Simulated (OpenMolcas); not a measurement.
## Ti2+: ligand-field states by method

Ti2+ with its 6 nearest oxide ions at 2.193 Å, on the Mg site of MgO (a = 4.2112 Å, distance in the model lattice 2.106 Å). The rest of the host is ab initio model potentials to 7.6 Å, with orthogonalisation functions on the cations behind the ligands, and point charges beyond; the distance is set by hand and nothing relaxes. Ligand basis ANO-RCC-VDZP.

```
Program             : OpenMolcas 26.06
Basis               : ANO-RCC-VTZP [6s5p3d2f1g]
Scalar Hamiltonian  : DKH2, point nucleus
Active space        : 2 electrons in 5 orbitals (3d)
State averaging     : 2S+1 = 3 even, 10 roots; 2S+1 = 1 even, 15 roots
Spin-orbit coupling : RASSI with atomic mean-field integrals over the reference wave functions
```

I. CASSCF
II. SS-CASPT2, IPEA 0.25 Eh, imaginary shift 0.1 Eh (closed shells correlated: 3s 3p and the ligand valence shells)
III. SS-CASPT2, IPEA 0.25 Eh, imaginary shift 0.1 Eh (closed shells correlated: the ligand valence shells only)

Spin-free states (labels of O, the rotations of Oh) in cm-1, each column counted from its own energy of the first state listed:

| State | Degeneracy | I | II | III |
| --- | --- | --- | --- | --- |
| 3T1 | 3 | 0 | 0 | 0 |
| 1T2 | 3 | 10878 | 7770 | 8520 |
| 1E | 2 | 10912 | 8110 | 8840 |
| 3T2 | 3 | 15560 | 17330 | 16770 |
| 1A1 | 1 | 23071 | 17240 | 18480 |
| 3T1 | 3 | 26305 | 25410 | 25710 |
| 1T2 | 3 | 28428 | 26720 | 27250 |
| 1T1 | 3 | 31154 | 28810 | 29860 |
| 3A2 | 1 | 33221 | 36020 | 35120 |
| 1E | 2 | 47033 | 46400 | 46640 |
| 1A1 | 1 | 63400 | 58190 | 58210 |

From I to II, I's first state of the same spin (3T2) moves from 15560 to 17330 cm-1, by about +1800 cm-1.

From I to II, I's first state of another spin (1T2) moves from 10878 to 7770 cm-1, by about -3100 cm-1.

I: A least-squares ligand-field fit to the states below 45000 cm-1, each weighted by its degeneracy and with a free common offset, gives 10Dq = 17394 cm-1, B = 805 cm-1 and C = 2817 cm-1 (C/B = 3.50), with an rms deviation of 146 cm-1. The same method and metal basis give the free ion B = 891 cm-1 (fit to its terms below 60000 cm-1, rms deviation 68 cm-1), so the nephelauxetic ratio is β = 805 / 891 = 0.90; it hangs on how both fits weigh the states, and computed free-ion B values tend to be too large, so β mixes covalency with correlation.

II: A least-squares ligand-field fit to the states below 45000 cm-1, each weighted by its degeneracy and with a free common offset, gives 10Dq = 18787 cm-1, B = 622 cm-1 and C = 1918 cm-1 (C/B = 3.08), with an rms deviation of 165 cm-1. The same method and metal basis give the free ion B = 791 cm-1 (fit to its terms below 60000 cm-1, rms deviation 557 cm-1), so the nephelauxetic ratio is β = 622 / 791 = 0.79; it hangs on how both fits weigh the states, and computed free-ion B values tend to be too large, so β mixes covalency with correlation.

III: A least-squares ligand-field fit to the states below 45000 cm-1, each weighted by its degeneracy and with a free common offset, gives 10Dq = 18516 cm-1, B = 685 cm-1 and C = 2143 cm-1 (C/B = 3.13), with an rms deviation of 291 cm-1. 

From I to II, 10Dq changes by +8 %, B by -23 % and C by -32 %.

χT at 300 K: I 1.09, II 1.09, III 1.09 cm3 K/mol.

Roots that are degenerate in the reference are averaged as groups; the widest CASPT2 spread within a group is 900 cm-1 (the 3-fold group of multiplicity 1 near 28800 cm-1 above the lowest state of its run, II). Shifts and gaps below about the spread of the groups concerned are not significant. Over all roots computed the reference weight is 0.71 to 0.72 in II, 0.74 to 0.75 in III; a low but even weight reflects the number of correlated electrons. An orbital triplet at a regular site is open to Jahn-Teller coupling, which can distort the site and quench the lowest spin-orbit gaps and is left out. Ligand-to-metal charge-transfer states are missing. With no ligand orbital active B as a rule stays too high, so bands that hang on it stand too high and its fall with covalency is understated. Without dynamic correlation the repulsion within the d shell is too large (B by tens of per cent), so at a given field states of lower spin stand too high (holds for I). With metal d orbitals alone and no dynamic correlation 10Dq can be off by a tenth to a fifth, either way, in oxide and fluoride hosts (holds for I). With one d shell and no ligand orbital active, 10Dq can be off by tens of per cent for divalent 3d ions, low with halides held by bare charges and at times high in hosts (holds for II; III). No measured value stands beside these numbers; the geometry was set by hand and not optimised.
